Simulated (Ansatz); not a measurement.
The cluster In₂N₃⁻. The state is a singlet with charge -1. Geometry PBE0-D4/def2-SVPD.

```csv
atom,x (Å),y (Å),z (Å)
In1,1.154,-0.492,0.965
In2,-1.624,1.526,-2.089
N3,-1.619,-0.281,-0.493
N4,2.626,-0.981,2.063
N5,-0.537,0.228,-0.445
```

In the def2 sets In takes a core potential; there is no spin–orbit coupling. At PBE-D4/def2-SVPD the highest occupied level of the charge -1 singlet lies above zero (up to 0.08 eV). By energy differences its removal costs 1.75 eV (vertical, to the charge 0 doublet, at r2SCAN-D4/def2-TZVPD). At PBE0-D4/def2-TZVPD a quintet of charge -1 lies 1.49 eV below the restricted singlet, each at its own geometry. The structure comes from a short search, and lower isomers may exist.

(1) Estimate the orbital energies around the gap (eV) in Ansatz with PBE-D4/def2-SVPD, r2SCAN-D4/def2-TZVPD, PBE0-D4/def2-SVPD, PBE0-D4/def2-TZVPD, r2SCAN0-D4/def2-TZVPD.

## Answers

(1) 
```csv
orbital,PBE-D4/def2-SVPD,r2SCAN-D4/def2-TZVPD,PBE0-D4/def2-SVPD,PBE0-D4/def2-TZVPD,r2SCAN0-D4/def2-TZVPD
HOMO−13,-13.64,-14.14,-16.23,-16.14,-16.59
HOMO−12,-13.64,-14.14,-16.22,-16.14,-16.59
HOMO−11,-13.58,-14.13,-16.19,-16.12,-16.57
HOMO−10,-13.58,-14.12,-16.19,-16.11,-16.55
HOMO−9,-10.48,-11.55,-12.69,-12.96,-13.53
HOMO−8,-9.60,-10.66,-11.77,-12.02,-12.55
HOMO−7,-7.61,-8.02,-9.29,-9.24,-9.53
HOMO−6,-6.57,-6.89,-7.99,-7.94,-8.15
HOMO−5,-6.03,-6.53,-7.81,-7.81,-8.11
HOMO−4,-3.52,-3.79,-4.44,-4.45,-4.63
HOMO−3,-2.53,-2.79,-3.45,-3.52,-3.69
HOMO−2,-0.07,-0.23,-0.91,-0.97,-1.13
HOMO−1,-0.02,-0.21,-0.91,-0.97,-1.13
HOMO,0.08,-0.16,-0.78,-0.78,-0.87
LUMO,0.80,0.93,1.43,1.37,1.48
LUMO+1,1.17,1.18,1.73,1.65,1.70
LUMO+2,1.28,1.38,2.37,2.34,2.42
LUMO+3,2.18,2.37,2.68,2.41,2.77
LUMO+4,2.37,2.63,2.91,2.71,2.92
LUMO+5,2.97,3.10,3.50,3.25,3.50
```
